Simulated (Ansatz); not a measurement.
Pd4⁻, relaxed as a doublet with UKS PBE-D4/def2-SVPD in Ansatz, starting from the GFN1-xTB geometry. Force threshold 0.02 eV/Å.

In the def2 sets Pd takes a core potential; there is no spin–orbit coupling. The charge -1 doublet is spin-contaminated (final ⟨S²⟩ up to 0.93, 0.75 for a pure state). The highest occupied level of the charge -1 doublet lies above zero (up to 0.62 eV). The electron is either unbound and held by the finite basis, or the level is raised by self-interaction error. Another isomer (doublet) lies 0.36 eV lower at PBE0-D4/def2-TZVPD; other spin states weren't run for this one.

Start:

```xyz
4

Pd   -0.166    0.563   -2.107
Pd    1.253   -0.022   -0.104
Pd   -1.252   -0.014    0.095
Pd    0.165   -0.527    2.116
```

```csv
step,energy (eV),largest force component (eV/Å),SCF passes
1,-13924.0522,0.941,177
2,-13924.1320,0.170,71
3,-13924.1365,0.012,55
4,-13924.1371,0.016,56
5,-13924.1407,0.029,54
6,-13924.1788,0.104,129
7,-13924.2054,0.039,61
8,-13924.2072,0.013,43
9,-13924.2072,0.001,42
10 (rejected),-13924.2028,0.090,43
11,-13924.2072,0.001,42
```

Force components are those of the run's own axes.

End:

```xyz
4

Pd   -0.140    0.981   -1.833
Pd    1.277   -0.480   -0.224
Pd   -1.303   -0.473   -0.020
Pd    0.167   -0.028    2.076
```

By distances, no bond broke or formed. The bond that changes most is Pd3–Pd4, from 2.52 to 2.60 Å (atoms count from 1).

The force fell under the threshold at step 3, but the optimiser went on and released 0.071 eV more. No frequencies were taken in this run, so the end may be a saddle point.

Hardware: 4 threads of Arm Neoverse V2 on a shared host. Wall time 50 s.
